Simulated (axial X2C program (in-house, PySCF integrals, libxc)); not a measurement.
Photoelectron levels of InCl by EOM-IP-CCSD

Computed with an axial X2C code built on PySCF integrals: two-component X2C with atomic mean-field Coulomb and Gaunt terms, Gaussian nuclei, basis In dyall-cv3z, Cl dyall-av3z with contracted cores.

R = 2.231 Å (0.920 times 2.425 Å, the PBE0 minimum at charge 0 for the lowest determinant).

Vertical ionisation energies of InCl to the states of InCl⁺:

```tsv
Ω of InCl⁺	vertical IE (eV)	above lowest (cm⁻¹)	ionised spinor	one-hole weight
1/2	9.364	0	42% In sσ, 26% In pσ, 24% Cl pσ	0.97
3/2	11.383	16287	90% Cl pπ	0.93
1/2	11.461	16915	90% Cl pπ	0.93
1/2	13.739	35288	64% Cl pσ, 29% In sσ	0.92
```

**Question.** What is the splitting of the first π pair in the table, and is it regular or inverted?

**Answer.** E(3/2) − E(1/2) = 16287 − 16915 = -628 cm⁻¹ at EOM-IP-CCSD: inverted, Ω = 3/2 lower. Splittings at this level can be off by ten to twenty per cent.

This point took 30 s on 1 thread of Intel(R) Xeon(R) Processor @ 2.30GHz, on a shared host.

Reference electrons by ω block (each with its −ω partner): 1/2: 22, 3/2: 9, 5/2: 2. 20 electrons of InCl correlated (inner shells frozen), 94 natural virtual spinors (a truncated set); levels can be off by some tenths of an eV. Roots sought by Ω: (1/2: 4, 3/2: 3, 5/2: 1); rows need 60 % one-particle weight and stop where some Ω has no more roots. Missing are any skipped roots, higher Ω and states of a further excitation; these come out far too high here and may in truth be low or lowest. T1 of the reference 0.012 (Lee–Taylor). Number of frozen shells: In 4 s, 3 p, 1 d; Cl 2 s, 1 p.
